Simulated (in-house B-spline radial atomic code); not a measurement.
Atomic self-consistent-field run: Tl67+ (with a hole in an inner shell). Level of theory: Dirac-Hartree-Fock, average of configuration, Fermi nucleus of rms radius 5.4759 fm; calculated with a B-spline radial code for spherical atoms.

Command:
```bash
python run_scf.py task.json out
```
Settings (nuclear radius in fm, mass in u):
```
Z                81
configuration    1s1 2s2 2p6 3s2 3p3
hamiltonian      dirac
method           hf
spin_polarised   False
nucleus          fermi
rms_radius       5.4759
atomic_mass      204.97443
speed_of_light   137.035999084
```

Output (hartree, bohr):
```
 radial grid: 53 intervals, B-splines of order 8, outer radius 1.0192 bohr

 iter        energy (Eh)    residual
    1      -11649.345088    1.68e+01
    2      -11707.780688    7.18e-01
    3      -11707.859315    3.44e-01
    4      -11707.877413    1.65e-01
    5      -11707.882808    6.83e-03
    6      -11707.882817    9.11e-06
    7      -11707.882817    7.12e-08

 total energy                    -11707.88282
 kinetic                           13928.9797
 electron-nucleus                 -26565.1634
 electron-electron                   928.3008

 first-order corrections (not in the total)
   Gaunt                             8.8992
   retardation                      -1.0721
   frequency dependence             -0.2455
   self-energy                      12.1209
   Uehling                          -2.4765
   Wichmann-Kroll                    0.1119
   recoil                            0.0251

 orbital      occ     eigenvalue          <r>       <r^2>       <1/r>     <1/r^3>     <1/r^2>       r_max    small
 1s1/2      1.000     -3427.6743    0.0162767  0.00036755      99.678           -     24950.1    0.009997  9.57e-02
 2s1/2      2.000      -784.2556    0.0665591   0.0052997     25.2406           -     3762.52     0.05755  2.30e-02
 2p1/2      2.000      -766.3511     0.054476  0.00370536     25.0628           -     1180.37     0.04197  2.28e-02
 2p3/2      4.000      -685.0825    0.0629412  0.00480572     20.1541     23738.8     553.656     0.04942  2.03e-02
 3s1/2      2.000      -314.7067      0.16244   0.0302216     9.99576           -     993.319      0.1549  8.91e-03
 3p1/2      1.000      -308.0181     0.151669   0.0267874     9.92064           -     323.458       0.143  8.84e-03
 3p3/2      2.000      -286.4663     0.164277   0.0312352     8.59197     6750.44     155.693      0.1561  8.18e-03
```

Time taken, with all properties: 0.2 s on 1 thread of Arm Neoverse V2 (shared host).

For the Dirac Hamiltonian the kinetic term is c α·p + (β - 1)c².
